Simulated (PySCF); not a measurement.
**B3LYP on Co (cobalt, neutral)**

Configuration: [Ar] 3d7 4s2, high-spin 4F determinant. All numbers are calculated (PySCF 2.14, scalar relativity by spin-free X2C-1e, in x2c-SVPall (5s3p3d1f, 36 functions)).

- Total energy: -1393.047 hartree
- One-electron energy: -1925.755 hartree
- Hartree (Coulomb) energy: 592.631 hartree
- Exchange-correlation energy: -59.922 hartree
- ⟨S²⟩: 3.7544
- ⟨L²⟩: 12.009
- Sum of ⟨r⟩: 21.69 bohr
- Sum of ⟨r²⟩: 37.03 bohr²
- Langevin diamagnetic susceptibility: -29.3 ×10⁻⁶ cm³/mol
- Time after the integrals: 0.66 s of wall time on 1 thread of Neoverse-V1 (shared host)

| shell | electrons | mean orbital energy (hartree) | spread (hartree) | rms radius, mean of both spins (bohr) |
| --- | --- | --- | --- | --- |
| 1s α | 1 | -280.24502 | 0 | 0.0649 |
| 1s β | 1 | -280.24431 | 0 | 0.0649 |
| 2s α | 1 | -33.57593 | 0 | 0.277 |
| 2s β | 1 | -33.51395 | 0 | 0.277 |
| 2p α | 3 | -28.75589 | 0 | 0.249 |
| 2p β | 3 | -28.70407 | 0 | 0.249 |
| 3s α | 1 | -4.00948 | 0 | 0.832 |
| 3s β | 1 | -3.85867 | 0 | 0.832 |
| 3p α | 3 | -2.61859 | 0 | 0.891 |
| 3p β | 3 | -2.45914 | 0 | 0.891 |
| 3d α | 5 | -0.42691 | 0.03905 | 1.22 |
| 3d β | 2 | -0.33910 | 0 | 1.22 |
| 4s α | 1 | -0.23096 | 0 | 3.16 |
| 4s β | 1 | -0.21392 | 0 | 3.16 |

Densities and radii are taken from the X2C orbitals without a picture-change correction, which distorts them close to the nucleus.
